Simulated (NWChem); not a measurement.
All runs are NWChem calculations. System: H$_{3}$O$_{3}$Si, charge 0, spin multiplicity 2, at a geometry optimised with UPBE0/def2-SVP. The structure started from a generated list of species. Its SCF solution wasn't tested for a lower state. Level: UPBE0/def2-TZVP.

Output (cleaned and shortened):

```
             Northwest Computational Chemistry Package (NWChem) 7.3.0
             --------------------------------------------------------

                                NWChem Input Module
                                -------------------

 Scaling coordinates for geometry "geometry" by  1.889725989
 (inverse scale =  0.529177249)

                             Geometry "geometry" -> ""
                             -------------------------

 Output coordinates in angstroms (scale by  1.889725989 to convert to a.u.)

  No.       Tag          Charge          X              Y              Z
 ---- ---------------- ---------- -------------- -------------- --------------
    1 O                    8.0000    -0.87185600    -0.89584300    -0.88140500
    2 Si                  14.0000    -0.16411900    -0.03646400     0.35193200
    3 O                    8.0000    -0.20241100     1.56313900    -0.11991400
    4 O                    8.0000     1.36536500    -0.65932400     0.50090400
    5 H                    1.0000    -1.64336100    -0.48729500    -1.28680200
    6 H                    1.0000     0.00203600     2.20681800     0.56580400
    7 H                    1.0000     1.61021700    -1.27280000    -0.20273600

 Effective nuclear repulsion energy (a.u.)     176.2976952427

            Nuclear Dipole moment (a.u.)
            ----------------------------
        X                 Y               Z
 ---------------- ---------------- ----------------
     0.0000188973     0.0000056692    -0.0000113384


 Summary of "ao basis" -> "" (spherical)
 ------------------------------------------------------------------------------
       Tag                 Description            Shells   Functions and Types
 ---------------- ------------------------------  ------  ---------------------
 *                         def2-tzvp                  on all atoms

                                 NWChem DFT Module
                                 -----------------

 Summary of "ao basis" -> "ao basis" (spherical)
 ------------------------------------------------------------------------------
       Tag                 Description            Shells   Functions and Types
 ---------------- ------------------------------  ------  ---------------------
 O                         def2-tzvp                11       31   5s3p2d1f
 Si                        def2-tzvp                13       37   5s5p2d1f
 H                         def2-tzvp                 4        6   3s1p
[...]
   alpha     21     22     23     24     25     26     27     28     29     30
    beta     21     23     22     24     25     26     27     28     29     30
 overlap   0.972  0.804  0.841  0.950  0.809  0.808  0.972  0.969  0.986  0.981

   alpha     31     32     33     34     35     36     37     38     39     40
    beta     31     32     33     34     35     36     37     38     39     40
 overlap   0.980  0.982  0.961  0.953  0.976  0.958  0.966  0.988  0.966  0.968

   alpha     41     42     43     44     45     46     47     48     49     50
    beta     41     42     43     44     45     46     47     48     49     50
 overlap   0.994  0.994  0.996  0.985  0.990  0.997  0.997  0.998  0.998  0.996

   alpha     51     52     53     54     55     56     57     58     59     60
    beta     51     52     53     54     55     56     57     58     59     60
 overlap   0.999  0.993  0.976  0.917  0.913  0.956  0.928  0.947  0.874  0.873

   alpha     61     62     63     64     65     66     67     68     69     70
    beta     61     62     63     64     65     67     66     68     69     70
 overlap   0.996  0.965  0.960  0.979  0.991  0.980  0.988  0.997  0.996  0.998

   alpha     71     72     73     74     75     76     77     78     79     80
    beta     71     72     73     74     75     76     77     78     79     80
 overlap   0.998  0.996  0.995  0.941  0.942  0.999  0.992  0.992  0.998  0.998

   alpha     81     82     83     84     85     86     87     88     89     90
    beta     81     82     83     84     85     86     87     88     89     90
 overlap   0.999  0.999  1.000  1.000  1.000  1.000  1.000  1.000  0.999  1.000

   alpha     91     92     93     94     95     96     97     98     99    100
    beta     91     92     93     94     95     96     97     98     99    100
 overlap   0.997  0.998  0.999  0.916  0.917  1.000  1.000  0.995  0.995  1.000

   alpha    101    102    103    104    105    106    107    108    109    110
    beta    101    102    103    104    105    106    107    108    109    110
 overlap   1.000  1.000  1.000  1.000  1.000  0.998  0.998  0.999  0.999  0.999

   alpha    111    112    113    114    115    116    117    118    119    120
    beta    111    112    113    114    115    116    117    118    119    120
 overlap   0.999  0.997  0.997  1.000  1.000  1.000  1.000  1.000  1.000  0.999

   alpha    121    122    123    124    125    126    127    128    129    130
    beta    121    122    123    125    124    126    127    128    129    130
 overlap   0.999  1.000  0.999  0.871  0.875  0.998  0.995  0.999  0.999  1.000

   alpha    131    132    133    134    135    136    137    138    139    140
    beta    131    132    133    134    135    136    137    138    139    140
 overlap   0.995  0.994  1.000  1.000  1.000  0.999  0.999  0.999  1.000  1.000

   alpha    141    142    143    144    145    146    147    148
    beta    141    142    143    144    145    146    147    148
 overlap   1.000  1.000  0.996  0.996  1.000  1.000  1.000  1.000

     --------------------------
     Expectation value of S2:
     --------------------------
      <S2> =      0.7518 (Exact =     0.7500)

 center of mass
 --------------
 x =   0.00079405 y =  -0.01058495 z =   0.02179388

 moments of inertia (a.u.)
 ------------------
         313.693785755787          28.758458614607         -85.012490709977
          28.758458614607         253.105470393687         -21.946031416777
         -85.012490709977         -21.946031416777         408.553063390919

     Multipole analysis of the density
     ---------------------------------

     L   x y z        total         alpha         beta         nuclear
     -   - - -        -----         -----         ----         -------
     0   0 0 0     -0.000000    -21.000000    -20.000000     41.000000

     1   1 0 0     -0.305764      0.269009     -0.574792      0.000019
     1   0 1 0      0.286604      0.178412      0.108187      0.000006
     1   0 0 1     -0.079846     -0.884517      0.804682     -0.000011

     2   2 0 0    -20.745664    -59.998908    -57.140946     96.394190
     2   1 1 0     -0.854423      7.844472      7.888535    -16.587430
     2   1 0 1     -0.116884    -22.090797    -23.714057     45.687970
     2   0 2 0    -20.580530    -76.120956    -73.701061    129.241487
     2   0 1 1      2.680844     -5.912823     -6.152196     14.745863
     2   0 0 2    -22.062328    -35.353057    -29.877557     43.168286

 Task  times  cpu:       21.6s     wall:       21.6s

 Total times  cpu:       21.6s     wall:       21.6s
```

Task: Write an NWChem input that would produce this output.

Result: Several could match; the one computed here: 
```
start mol
memory heap 200 mb stack 900 mb global 1100 mb
geometry units angstroms nocenter noautoz noautosym
  O     -0.871856    -0.895843    -0.881405
  Si    -0.164119    -0.036464     0.351932
  O     -0.202411     1.563139    -0.119914
  O      1.365365    -0.659324     0.500904
  H     -1.643361    -0.487295    -1.286802
  H      0.002036     2.206818     0.565804
  H      1.610217    -1.272800    -0.202736
end
basis spherical
  * library def2-tzvp
end
dft
  xc pbe0
  odft
  mult 2
  semidirect memsize 60000000 filesize 0
  iterations 100
end
task dft energy
```
